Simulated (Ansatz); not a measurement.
Mulliken charges of CH$_{5}$ClOSeSi, SMILES `OC[SiH](Cl)[SeH]` from B3LYP/def2-TZVPP in Ansatz (PBE0-D4/def2-TZVP geometry).

```tsv
atom	x (Å)	y (Å)	z (Å)	charge (e)
O1	-0.142	0.129	2.081	-0.328
C2	-0.557	0.349	0.746	-0.066
Si3	0.545	-0.497	-0.528	0.423
Cl4	2.471	0.166	-0.280	-0.233
Se5	-0.232	-0.176	-2.635	-0.166
H6	-0.210	-0.809	2.279	0.186
H7	-1.598	0.039	0.575	0.101
H8	-0.523	1.430	0.581	0.098
H9	0.546	-1.969	-0.333	-0.067
H10	-0.216	1.286	-2.483	0.052
```

Problem. By hand: the dipole of these point charges (1 e Å = 4.8032 D).

Solution. Σ q r = (-0.523, -0.093, -0.020) e Å, of length 0.532 e Å = 2.56 D.

Problem. How does the dipole of the full density compare? (An estimate is asked.)

Solution. The calculation gave: (-0.339, -0.143, -0.005) e Å, 1.77 D; the point charges give 1.45 times that, at 13° from its direction.

Point charges leave out the atoms' own dipoles, such as those of lone pairs, and Mulliken's split depends on the basis, so the two needn't agree.

B3LYP here is the variant with VWN-RPA as its local correlation; programs differ in this.
